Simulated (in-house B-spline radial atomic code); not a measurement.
# Sn⁵⁺: [Kr] 4d9

Computed with a B-spline radial code for spherical atoms: non-relativistic BHandHLYP, spin-polarised, spherical fractional occupations, exact exchange averaged over the configuration, point nucleus.

Effective charges: Z_r = [3n² - l(l+1)]/(2<r>) from the radius, Z_e = n√(-2ε) from the energy, and Slater's rules. Values are occupation-weighted means over spin.

```json
{"shell": "1s", "electrons": "2", "ε (eV)": "-28219", "<r> (bohr)": "0.03042", "Z_r": "49.31", "Z_e": "45.54", "Slater": "49.70"}
{"shell": "2s", "electrons": "2", "ε (eV)": "-4264.2", "<r> (bohr)": "0.1313", "Z_r": "45.68", "Z_e": "35.41", "Slater": "45.85"}
{"shell": "2p", "electrons": "6", "ε (eV)": "-3988.6", "<r> (bohr)": "0.1121", "Z_r": "44.59", "Z_e": "34.24", "Slater": "45.85"}
{"shell": "3s", "electrons": "2", "ε (eV)": "-890.83", "<r> (bohr)": "0.3515", "Z_r": "38.40", "Z_e": "24.27", "Slater": "38.75"}
{"shell": "3p", "electrons": "6", "ε (eV)": "-776.35", "<r> (bohr)": "0.3428", "Z_r": "36.47", "Z_e": "22.66", "Slater": "38.75"}
{"shell": "3d", "electrons": "10", "ε (eV)": "-565.18", "<r> (bohr)": "0.3141", "Z_r": "33.43", "Z_e": "19.34", "Slater": "28.85"}
{"shell": "4s", "electrons": "2", "ε (eV)": "-199", "<r> (bohr)": "0.8434", "Z_r": "28.46", "Z_e": "15.30", "Slater": "22.25"}
{"shell": "4p", "electrons": "6", "ε (eV)": "-159.42", "<r> (bohr)": "0.8884", "Z_r": "25.89", "Z_e": "13.69", "Slater": "22.25"}
{"shell": "4d", "electrons": "9", "ε (eV)": "-93.115", "<r> (bohr)": "1.03", "Z_r": "20.39", "Z_e": "10.46", "Slater": "11.20"}
```

The least bound orbital is 4d down at -92.47 eV, and it is also the most diffuse (<r> = 1.032 bohr).
